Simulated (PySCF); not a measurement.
Start geometry of `[BH2-](Br)[PH3+]` from a GFN2-xTB structure with every atom displaced at random (by about 0.01 Å) (Å):
```
atom  x, y, z in Å
P1     0.8636    0.0595    0.0031
B2    -0.9970   -0.4756   -0.1019
Br3   -1.7090    1.3420    0.3662
H4     1.2330    0.6421    1.2061
H5     1.9849   -0.6915   -0.2295
H6     1.1516    1.1531   -0.8235
H7    -1.2166   -1.2745    0.7407
H8    -1.2555   -0.7742   -1.2136
```

Task: What comes out of this run: PySCF 2.14.0, PBE0-D3(BJ)/def2-SVP geometry optimisation, gas phase?

Result: 
```
atom  x, y, z in Å
P1     0.3728    0.1678    0.5040
B2    -1.4823   -0.4197    0.4244
Br3   -2.4599    1.2896    0.8684
H4     0.7913    0.6944    1.7469
H5     1.4041   -0.7692    0.2353
H6     0.7158    1.2207   -0.3740
H7    -1.5937   -1.2722    1.2810
H8    -1.6623   -0.7885   -0.7176
```

The energy falls by 0.141 eV over 6 energy and gradient evaluations, the largest force component goes from 0.0193 to 4.1e-04 Eh/bohr, and the atoms move by 0.124 Å rms after alignment. The bond that changes most is P1–H5 (ends: phosphorus bonded to B and 3 H; P–H hydrogen), which lengthens by 0.050 Å. Bonds longer at the end by more than 0.005 Å: 7 of 7; shorter: 0. Among the angles that change most is B2–P1–H5, from 128.7° to 119.0°. Rotational constants go from 16420, 2349, 2129 to 17714, 2092, 1936 MHz. The orientation of the end geometry is arbitrary; only internal coordinates are fixed.

The run used 89 basis functions and 36 SCF cycles in all.

Whether it is a minimum is left open (no frequencies).
